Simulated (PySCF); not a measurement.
Species: 4-fluoro-3-methylbenzonitrile, C8H6FN.
Geometry (GFN2-xTB, Å), atoms numbered from 1 in this order:
```xyz
16
C8H6FN angstrom
C     -2.3806   -0.3166   -0.0684
C     -0.9188   -0.0045   -0.0276
C      0.0466   -0.9958   -0.0938
C      1.4041   -0.6789   -0.0380
C      2.3666   -1.7135   -0.1029
N      3.1443   -2.5539   -0.1521
C      1.8165    0.6476    0.0845
C      0.8672    1.6481    0.1517
C     -0.4732    1.3097    0.0978
F     -1.3867    2.2992    0.1642
H     -2.9132    0.4268   -0.6579
H     -2.7927   -0.2948    0.9408
H     -2.5526   -1.3029   -0.4905
H     -0.2529   -2.0290   -0.1910
H      2.8689    0.8828    0.1243
H      1.1489    2.6847    0.2475
```

The closed-shell SCF was solved with PySCF and density fitting under several settings on one GFN2-xTB geometry (grid level 2 and gas phase unless stated).

```json
{"settings": "PBE0/pcSseg-1", "basis functions": "200", "SCF cycles": "14", "E (Eh)": "-462.4688", "HOMO (eV)": "-7.64", "LUMO (eV)": "-1.52", "dipole (D)": "3.59"}
{"settings": "PBE0/def2-SVPD", "basis functions": "251", "SCF cycles": "14", "E (Eh)": "-462.2029", "HOMO (eV)": "-7.65", "LUMO (eV)": "-1.57", "dipole (D)": "3.61"}
{"settings": "LC-wPBE/IGLO-II, grid level 4", "basis functions": "256", "SCF cycles": "15", "E (Eh)": "-462.8399", "HOMO (eV)": "-10.04", "LUMO (eV)": "0.58", "dipole (D)": "3.41"}
{"settings": "HSE06/def2-SVPD, fitting basis def2-universal-jkfit", "basis functions": "251", "SCF cycles": "12", "E (Eh)": "-462.2429", "HOMO (eV)": "-7.26", "LUMO (eV)": "-1.94", "dipole (D)": "3.61"}
{"settings": "HSE06/3-21G, grid level 1, fitting basis def2-universal-jkfit", "basis functions": "102", "SCF cycles": "11", "E (Eh)": "-460.0309", "HOMO (eV)": "-6.98", "LUMO (eV)": "-1.46", "dipole (D)": "3.34"}
```

Estimate the rows for these settings: (1) PBE0/6-31G, grid level 3, damping 0.3 at the start, DIIS from the seventh cycle; (2) PBE0/3-21G, IEF-PCM acetonitrile.

```json
{"settings": "PBE0/6-31G, grid level 3, damping 0.3 at the start, DIIS from the seventh cycle", "basis functions": "102", "SCF cycles": "20", "E (Eh)": "-462.4041", "HOMO (eV)": "-7.45", "LUMO (eV)": "-1.20", "dipole (D)": "3.26"}
{"settings": "PBE0/3-21G, IEF-PCM acetonitrile", "basis functions": "102", "SCF cycles": "14", "E (Eh)": "-459.9998", "HOMO (eV)": "-7.31", "LUMO (eV)": "-1.06", "dipole (D)": "4.17"}
```

Over all rows, what range does the HOMO–LUMO gap span?

From 5.32 eV (HSE06/def2-SVPD, fitting basis def2-universal-jkfit) to 10.62 eV (LC-wPBE/IGLO-II, grid level 4). The functional of the narrowest has 25 % exact exchange at short range alone, that of the widest range-separated exact exchange.

And the dipole moment?

From 3.26 D (PBE0/6-31G, grid level 3, damping 0.3 at the start, DIIS from the seventh cycle) to 4.17 D (PBE0/3-21G, IEF-PCM acetonitrile); the largest is 1.28 times the smallest, and the median is 3.59 D.

Compare two rows with the functional PBE0: PBE0/pcSseg-1 and PBE0/def2-SVPD. Which energy is lower, and by how much?

PBE0/pcSseg-1 (200 functions) lies 0.2659 Eh or 167 kcal/mol below PBE0/def2-SVPD (251 functions). The smaller set gives the lower energy; the two sets aren't nested, so the variational bound doesn't order them by size.

Cycle counts include a coarse-grid stage where the run had one. Geometry: GFN2-xTB; no vibrations or thermal averaging.
